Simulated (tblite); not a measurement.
Start geometry of `[CH2]C1=C(CC)[C@H]1CF` [radical] from a force field or distance geometry (Å):
```
atom  x, y, z in Å
C1    -1.5768    1.6482    1.4773
C2    -0.8787    0.7469    0.5007
C3     0.2085   -0.0096    0.2178
C4     1.5422   -0.4975    0.6543
C5     2.6395   -0.0836   -0.2821
C6    -0.8907    0.0408   -0.8151
C7    -1.9111   -1.0629   -0.8753
F8    -1.9265   -1.7149   -2.0811
H9    -2.6584    1.7114    1.2562
H10   -1.0839    2.6156    1.5912
H11    1.5063   -1.6169    0.7209
H12    1.7779   -0.1400    1.6795
H13    3.1483   -0.9897   -0.6700
H14    3.3525    0.5748    0.2446
H15    2.1877    0.4562   -1.1589
H16   -0.7080    0.6461   -1.6931
H17   -2.9105   -0.5542   -0.7768
H18   -1.8271   -1.7643   -0.0016
```

**Question.** What comes out of this run: tblite 0.8.0, GFN2-xTB geometry optimisation, gas phase?

**Answer.** 
```
atom  x, y, z in Å
C1    -1.496    1.762    1.390
C2    -0.853    0.888    0.600
C3     0.174    0.045    0.311
C4     1.467   -0.575    0.591
C5     2.537   -0.099   -0.402
C6    -0.912    0.139   -0.702
C7    -1.899   -0.997   -0.863
F8    -1.369   -1.999   -1.651
H9    -2.438    2.191    1.097
H10   -1.083    2.060    2.339
H11    1.370   -1.662    0.493
H12    1.777   -0.342    1.613
H13    3.484   -0.590   -0.192
H14    2.675    0.977   -0.322
H15    2.238   -0.337   -1.420
H16   -0.727    0.669   -1.635
H17   -2.817   -0.669   -1.362
H18   -2.137   -1.452    0.105
```

The energy falls by 131.8 kJ/mol over 106 L-BFGS steps, the largest force on an atom goes from 4.03 to 0.010 eV/Å, and the atoms move by 0.512 Å rms after alignment. The bond that changes most is C1–C2 (ends: carbon bonded to C and 2 H; carbon bonded to 3 C), which shortens by 0.158 Å. Bonds longer at the end by more than 0.005 Å: 5 of 18; shorter: 12. Among the angles that change most is C2–C1–H9, from 111.0° to 121.2°. Among the dihedrals that turn most is H10–C1–C2–C6, from -112° to 179°. Rotational constants go from 2201, 1365, 910.9 to 2024, 1655, 994.4 MHz. The orientation of the end geometry is arbitrary; only internal coordinates are fixed.

Time: 0.54 s of wall time. Hardware: an Arm Neoverse V2 with one thread, no GPU, shared host with 96 logical CPUs at a one-minute load of 47.

Its lowest GFN2-xTB frequency is 4 cm⁻¹, too small to tell a flat minimum from a shallow saddle. 3 starts were optimised and ended at 0.00, 0.16 and 0.20 kcal/mol (GFN2-xTB); the lowest of these is shown.

One conformer stands for the species.

All values are computed, not measured.
